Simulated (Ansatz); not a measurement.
One change: `NC(F)([SiH3])S` becomes `NC([SiH3])S`.

Ansatz, PBE0-D4/def2-TZVP geometries, multiplicity 1. Each molecule was computed in one conformer, which needn't be the lowest.

| property | `NC(F)([SiH3])S` |
| --- | --- |
| HOMO–LUMO gap (PBE/def2-TZVPP) / eV | 4.90 |
| HOMO energy (B3LYP/def2-TZVPP) / eV | -6.97 |
| LUMO energy (PBE0/def2-TZVPP) / eV | -0.10 |
| HOMO energy (PBE0/def2-TZVPP) / eV | -7.19 |
| HOMO–LUMO gap (ωB97M-V/def2-TZVPP) / eV | 11.12 |
| HOMO energy (PBE/def2-TZVPP) / eV | -5.96 |

**Question.** Give the same properties after the change, and the shifts. (Estimate.)

**Answer.** Computed: 
```csv
property,`NC([SiH3])S`,shift
HOMO–LUMO gap (PBE/def2-TZVPP) / eV,4.72,-0.18
HOMO energy (B3LYP/def2-TZVPP) / eV,-6.59,0.38
LUMO energy (PBE0/def2-TZVPP) / eV,0.07,0.17
HOMO energy (PBE0/def2-TZVPP) / eV,-6.81,0.38
HOMO–LUMO gap (ωB97M-V/def2-TZVPP) / eV,10.80,-0.32
HOMO energy (PBE/def2-TZVPP) / eV,-5.55,0.41
```

With PBE0 the HOMO rises by 0.38 eV and the LUMO rises by 0.17 eV, so the gap narrows by about 0.21 eV. PBE moves the HOMO by 0.41 eV and ωB97M-V by 0.36 eV.

B3LYP here is the variant with VWN-RPA as its local correlation; programs differ in this.
